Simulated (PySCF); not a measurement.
C₂H₆O, charge +1, doublet, at a GFN2-xTB geometry (a state made from the parent by changing its charge; the spin is typed, not shown lowest); PySCF with BLYP/6-31G**.

PySCF was given this input:
```python
from pyscf import gto, scf, dft

mol = gto.M(
    atom='''
C    -1.190941    0.217814    0.238911
C     0.048038   -0.353497   -0.350387
O     1.255792    0.082793    0.056958
H    -2.079775   -0.236263   -0.192337
H    -1.246845    1.305401    0.097047
H    -1.222434    0.087661    1.328941
H     0.063537   -1.477895   -0.287394
H     0.039994   -0.303426   -1.475513
H     1.256603    0.776272    0.742453
''',
    basis='6-31g**',
    charge=1,
    spin=1,
    verbose=4,
)

mf = dft.UKS(mol)
mf.xc = 'blyp'
mf.kernel()
mf.analyze()
```

### Question
Predict the main parts of the log of this PySCF run.

### Answer

```
PySCF version 2.14.0

[INPUT] verbose = 4
[INPUT] num. atoms = 9
[INPUT] num. electrons = 25
[INPUT] charge = 1
[INPUT] spin (= nelec alpha-beta = 2S) = 1
[INPUT] symmetry False subgroup None
[INPUT] Mole.unit = angstrom
[INPUT] Symbol           X                Y                Z      unit          X                Y                Z       unit  Magmom
[...]
nuclear repulsion = 82.7645367745834
number of shells = 36
number of NR pGTOs = 123
number of NR cGTOs = 72
basis = 6-31g**
ecp = {}

******** <class 'pyscf.dft.uks.UKS'> ********
method = UKS
initial guess = minao
damping factor = 0
level_shift factor = 0
DIIS = <class 'pyscf.scf.diis.CDIIS'>
diis_start_cycle = 1
diis_space = 8
diis_damp = 0
SCF conv_tol = 1e-09
SCF conv_tol_grad = None
SCF max_cycles = 50
direct_scf = True
direct_scf_tol = 1e-13
number electrons alpha = 13  beta = 12
XC library pyscf.dft.libxc version 7.1.2
    S. Lehtola, C. Steigemann, M. J. T. Oliveira, and M. A. L. Marques,  SoftwareX 7, 1–5 (2018)
XC functionals = blyp
    A. D. Becke,  Phys. Rev. A 38, 3098 (1988)
    C. Lee, W. Yang, and R. G. Parr,  Phys. Rev. B 37, 785 (1988)
    B. Miehlich, A. Savin, H. Stoll, and H. Preuss,  Chem. Phys. Lett. 157, 200 (1989)
radial grids:
    Treutler-Ahlrichs [JCP 102, 346 (1995); DOI:10.1063/1.469408] (M4) radial grids

becke partition: Becke, JCP 88, 2547 (1988); DOI:10.1063/1.454033
pruning grids: <function nwchem_prune>
grids dens level: 3
symmetrized grids: False
atomic radii adjust function: <function treutler_atomic_radii_adjust>
small_rho_cutoff = 0
Set gradient conv threshold to 3.16228e-05
tot grids = 101168
init E= -155.063010396904

cycle= 1 E= -154.550644356948  delta_E= 0.512  |g|= 0.38  |ddm|= 1.77
cycle= 2 E= -154.359280774653  delta_E= 0.191  |g|= 0.76  |ddm|= 0.768
cycle= 3 E= -154.57023581459  delta_E= -0.211  |g|= 0.273  |ddm|= 0.712
cycle= 4 E= -154.611306959148  delta_E= -0.0411  |g|= 0.0673  |ddm|= 0.327
cycle= 5 E= -154.613507844313  delta_E= -0.0022  |g|= 0.021  |ddm|= 0.06
cycle= 6 E= -154.613718572294  delta_E= -0.000211  |g|= 0.00689  |ddm|= 0.0198
cycle= 7 E= -154.613744048998  delta_E= -2.55e-05  |g|= 0.00114  |ddm|= 0.00731
cycle= 8 E= -154.613744811584  delta_E= -7.63e-07  |g|= 0.000449  |ddm|= 0.00161
cycle= 9 E= -154.613744942701  delta_E= -1.31e-07  |g|= 7.11e-05  |ddm|= 0.00051
cycle= 10 E= -154.613744946076  delta_E= -3.37e-09  |g|= 4.72e-05  |ddm|= 0.000162
cycle= 11 E= -154.613744947534  delta_E= -1.46e-09  |g|= 1.27e-05  |ddm|= 6.04e-05
[...]
converged SCF energy = -154.613744947604  <S^2> = 0.75217632  2S+1 = 2.0021751
Total Energy =                        -154.613744947603635
[...]
spin_pop of  2 O 3dxy      0.00014
spin_pop of  2 O 3dyz     -0.00020
spin_pop of  2 O 3dz^2     0.00028
spin_pop of  2 O 3dxz      0.00014
spin_pop of  2 O 3dx2-y2    0.00016
spin_pop of  3 H 1s       -0.00150
spin_pop of  3 H 2s        0.00001
spin_pop of  3 H 2px      -0.00000
spin_pop of  3 H 2py      -0.00000
spin_pop of  3 H 2pz      -0.00000
spin_pop of  4 H 1s        0.03677
spin_pop of  4 H 2s        0.00024
spin_pop of  4 H 2px       0.00000
spin_pop of  4 H 2py       0.00004
spin_pop of  4 H 2pz      -0.00000
spin_pop of  5 H 1s        0.03677
spin_pop of  5 H 2s        0.00024
spin_pop of  5 H 2px       0.00000
spin_pop of  5 H 2py      -0.00000
spin_pop of  5 H 2pz       0.00004
spin_pop of  6 H 1s        0.14165
spin_pop of  6 H 2s        0.00148
spin_pop of  6 H 2px      -0.00000
spin_pop of  6 H 2py       0.00022
spin_pop of  6 H 2pz       0.00000
spin_pop of  7 H 1s        0.14165
spin_pop of  7 H 2s        0.00148
spin_pop of  7 H 2px      -0.00001
spin_pop of  7 H 2py       0.00000
spin_pop of  7 H 2pz       0.00022
spin_pop of  8 H 1s       -0.01226
spin_pop of  8 H 2s       -0.00019
spin_pop of  8 H 2px      -0.00002
spin_pop of  8 H 2py       0.00008
spin_pop of  8 H 2pz       0.00008
 ** Mulliken Spin Density (per atom)  **
spin density of  0 C =      0.03207
spin density of  1 C =      0.10265
spin density of  2 O =      0.51830
spin density of  3 H =     -0.00150
spin density of  4 H =      0.03705
spin density of  5 H =      0.03705
spin density of  6 H =      0.14335
spin density of  7 H =      0.14335
spin density of  8 H =     -0.01231
 ** Mulliken pop alpha/beta on meta-lowdin orthogonal AOs **
 ** Mulliken pop       alpha | beta **
In total            13.00000 | 12.00000
 ** Mulliken atomic charges   ( Nelec_alpha | Nelec_beta ) **
charge of  0C =     -0.32193  (     3.17700      3.14493 )
charge of  1C =      0.06724  (     3.01770      2.91506 )
charge of  2O =     -0.14859  (     4.33345      3.81515 )
charge of  3H =      0.17197  (     0.41327      0.41476 )
charge of  4H =      0.17288  (     0.43209      0.39504 )
charge of  5H =      0.17288  (     0.43209      0.39504 )
charge of  6H =      0.24500  (     0.44917      0.30583 )
charge of  7H =      0.24500  (     0.44917      0.30583 )
charge of  8H =      0.39556  (     0.29607      0.30838 )

WARN: System has nonzero charge 1; the dipole moment is origin-dependent.
Location of origin: [0. 0. 0.]

Dipole moment(X, Y, Z, Debye): -0.27653,  0.18927,  0.19259
```
